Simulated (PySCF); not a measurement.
CH8N2OSi2, SMILES C1[Si@]([SiH2]N1)(N)O. Geometry optimised at B3LYP-D3(BJ)/def2-SVP. The structure was generated by enumeration; whether it is a known compound was not checked. One conformer was computed; it need not be the lowest.

Task: Give the equilibrium geometry at B3LYP-D3(BJ)/def2-SVP (PySCF confirms it by a frequency run) as bond lengths and angles. (The exact figures need the calculation; the answer reports its results.)

Result: Several could match; the one computed here: 
Atoms: N1 Si2 O3 C4 N5 Si6 H7 H8 H9 H10 H11 H12 H13 H14. Bonded distances (Å): N1–Si2 1.718, N1–H7 1.013, N1–H8 1.016, Si2–O3 1.676, Si2–C4 1.932, Si2–Si6 2.348, O3–H9 0.965, C4–N5 1.472, C4–H10 1.109, C4–H11 1.107, N5–Si6 1.749, N5–H12 1.015, Si6–H13 1.502, Si6–H14 1.501. Angles (°): Si2–N1–H7 120.8, Si2–N1–H8 121.1, H7–N1–H8 112.0, N1–Si2–O3 106.4, N1–Si2–C4 117.9, N1–Si2–Si6 116.6, O3–Si2–C4 112.4, O3–Si2–Si6 125.0, C4–Si2–Si6 76.4, Si2–O3–H9 116.0, Si2–C4–N5 96.4, Si2–C4–H10 114.0, Si2–C4–H11 112.6, N5–C4–H10 113.3, N5–C4–H11 113.4, H10–C4–H11 107.2, C4–N5–Si6 111.6, C4–N5–H12 118.3, Si6–N5–H12 130.1, Si2–Si6–N5 75.6, Si2–Si6–H13 121.0, Si2–Si6–H14 121.7, N5–Si6–H13 115.7, N5–Si6–H14 115.6, H13–Si6–H14 105.2.
Charge 0, spin multiplicity 1.
